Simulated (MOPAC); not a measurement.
Input file for MOPAC: PM7 on BGeH5O (SMILES O[BH][GeH3]), a point of a torsion scan.

```
PM7 1SCF PRECISE CHARGE=0 THREADS=1
BGeH5O

O      1.60449499 1     0.75598803 1    -0.19643024 1
B      0.87475614 1    -0.30326626 1     0.12324729 1
Ge    -1.12376519 1    -0.02727870 1    -0.02050484 1
H      2.56196024 1     0.70639179 1    -0.15478517 1
H      1.37117927 1    -1.32014509 1     0.46261682 1
H     -1.83842270 1    -0.93205230 1    -0.97858597 1
H     -1.55323140 1     1.33743587 1    -0.45043680 1
H     -1.90653917 1    -0.25728641 1     1.23703737 1
```

The log:

```
*******************************************************************************
 **                                                                           **
 **                              MOPAC v23.2.5                                **
 **                                                                           **
 *******************************************************************************
 ** MOPAC's Digital Object Identifier: https://doi.org/10.5281/zenodo.6511958 **
 **                                                                           **
 ** Please cite the open-source release paper for use of this MOPAC version:  **
 ** J. E. Moussa and J. J. P. Stewart (2026)                                  **
 ** MOPAC: An open-source semiempirical molecular orbital program             **
 ** J. Open Source Softw., 11(119), 8025, https://doi.org/10.21105/joss.08025 **
 *******************************************************************************

                              PM7 CALCULATION RESULTS

 *******************************************************************************
 *  PM7        - The PM7 Hamiltonian to be used
 *
 *
 *
 *                 CHARGE ON SYSTEM = 0
 *
 *
 *
 *  PRECISE    - TIGHTER CRITERIA TO BE USED
 *  1SCF       - DO 1 SCF AND THEN STOP
 *  THREADS=1  - MULTI-THREADING NOT USED
 *  T=         - A TIME OF 172800.0 SECONDS REQUESTED
 *  DUMP=N     - RESTART FILE WRITTEN EVERY 7200.0 SECONDS REQUESTED
 *******************************************************************************
PM7 1SCF PRECISE CHARGE=0 THREADS=1
 BGeH5O

   ATOM   CHEMICAL          X               Y               Z
  NUMBER   SYMBOL      (ANGSTROMS)     (ANGSTROMS)     (ANGSTROMS)

     1       O          1.60449499  *   0.75598803  *  -0.19643024  *
     2       B          0.87475614  *  -0.30326626  *   0.12324729  *
     3      Ge         -1.12376519  *  -0.02727870  *  -0.02050484  *
     4       H          2.56196024  *   0.70639179  *  -0.15478517  *
     5       H          1.37117927  *  -1.32014509  *   0.46261682  *
     6       H         -1.83842270  *  -0.93205230  *  -0.97858597  *
     7       H         -1.55323140  *   1.33743587  *  -0.45043680  *
     8       H         -1.90653917  *  -0.25728641  *   1.23703737  *



          CARTESIAN COORDINATES

    NO.       ATOM           X           Y           Z

     1         O          1.6045      0.7560     -0.1964
     2         B          0.8748     -0.3033      0.1232
     3        Ge         -1.1238     -0.0273     -0.0205
     4         H          2.5620      0.7064     -0.1548
     5         H          1.3712     -1.3201      0.4626
     6         H         -1.8384     -0.9321     -0.9786
     7         H         -1.5532      1.3374     -0.4504
     8         H         -1.9065     -0.2573      1.2370

 General Reference for PM7:
 "Optimization of Parameters for Semiempirical Methods VI: More Modifications to the
 NDDO Approximations and Re-optimization of Parameters", J. J. P. Stewart, J. Mol. Mod., 1:32, 19 (2013)
 https://link.springer.com/article/10.1007/s00894-012-1667-x

           Empirical Formula: H5 O B Ge  =     8 atoms



      MOLECULAR POINT GROUP   :   Cs


      RHF CALCULATION, NO. OF DOUBLY OCCUPIED LEVELS = 9


 -------------------------------------------------------------------------------
 PM7 1SCF PRECISE CHARGE=0 THREADS=1
 BGeH5O



     1SCF WAS SPECIFIED, SO BFGS WAS NOT USED
     SCF FIELD WAS ACHIEVED


                              PM7 CALCULATION
                                                       MOPAC v23.2.5 Linux




          FINAL HEAT OF FORMATION =          3.30133 KCAL/MOL =      13.81275 KJ/MOL


          COSMO AREA              =        108.27 SQUARE ANGSTROMS
          COSMO VOLUME            =         94.92 CUBIC ANGSTROMS

          IONIZATION POTENTIAL    =         10.029766 EV
          HOMO LUMO ENERGIES (EV) =        -10.030 -0.570
          NO. OF FILLED LEVELS    =          9
          MOLECULAR WEIGHT        =        104.4389         POINT GROUP:  Cs

          MOLECULAR DIMENSIONS (Angstroms)

            Atom       Atom       Distance
            H     8    H     4     4.77842
            H     7    H     5     3.56550
            H     8    H     6     2.22234


          SCF CALCULATIONS        =          1





   ATOM   CHEMICAL          X               Y               Z
  NUMBER   SYMBOL      (ANGSTROMS)     (ANGSTROMS)     (ANGSTROMS)

     1       O          1.60449499  *   0.75598803  *  -0.19643024  *
     2       B          0.87475614  *  -0.30326626  *   0.12324729  *
     3      Ge         -1.12376519  *  -0.02727870  *  -0.02050484  *
     4       H          2.56196024  *   0.70639179  *  -0.15478517  *
     5       H          1.37117927  *  -1.32014509  *   0.46261682  *
     6       H         -1.83842270  *  -0.93205230  *  -0.97858597  *
     7       H         -1.55323140  *   1.33743587  *  -0.45043680  *
     8       H         -1.90653917  *  -0.25728641  *   1.23703737  *

                             CARTESIAN COORDINATES

   1    O        1.604494990     0.755988030    -0.196430240
   2    B        0.874756140    -0.303266260     0.123247290
   3   Ge       -1.123765190    -0.027278700    -0.020504840
   4    H        2.561960240     0.706391790    -0.154785170
   5    H        1.371179270    -1.320145090     0.462616820
   6    H       -1.838422700    -0.932052300    -0.978585970
   7    H       -1.553231400     1.337435870    -0.450436800
   8    H       -1.906539170    -0.257286410     1.237037370


           Empirical Formula: H5 O B Ge  =     8 atoms



      MOLECULAR POINT GROUP   :   Cs


                  EIGENVALUES
 -30.31441 -18.99466 -17.66159 -15.75012 -13.68577 -12.66701 -11.55839 -11.50237
 -10.02977  -0.56969  -0.10113   1.28305   1.38229   2.47018   4.80573   5.06865
   5.98609


              NET ATOMIC CHARGES AND DIPOLE CONTRIBUTIONS

  ATOM NO.   TYPE          CHARGE      No. of ELECS.   s-Pop       p-Pop
    1          O          -0.494731        6.4947     1.73984     4.75489
    2          B           0.137147        2.8629     0.73127     2.13158
    3         Ge          -0.272560        4.2726     0.96344     3.30912
    4          H           0.336725        0.6633     0.66327
    5          H           0.059538        0.9405     0.94046
    6          H           0.077503        0.9225     0.92250
    7          H           0.079204        0.9208     0.92080
    8          H           0.077173        0.9228     0.92283
 DIPOLE           X         Y         Z       TOTAL
 POINT-CHG.     0.788    -1.129     0.380     1.428
 HYBRID         0.357     0.539    -0.164     0.667
 SUM            1.146    -0.590     0.216     1.307


          ATOMIC ORBITAL ELECTRON POPULATIONS

     Atom    s        px        py        pz
    1  O   1.73984   1.37029   1.66474   1.71986
    2  B   0.73127   0.96789   0.82009   0.34360
    3 Ge   0.96344   1.07103   1.11941   1.11868
    4  H   0.66327
    5  H   0.94046
    6  H   0.92250
    7  H   0.92080
    8  H   0.92283

 **********************
 *                    *
 * JOB ENDED NORMALLY *
 *                    *
 **********************




 == MOPAC DONE ==
```

The run finished.

Cost: about 0.020 core-seconds (a rough figure).
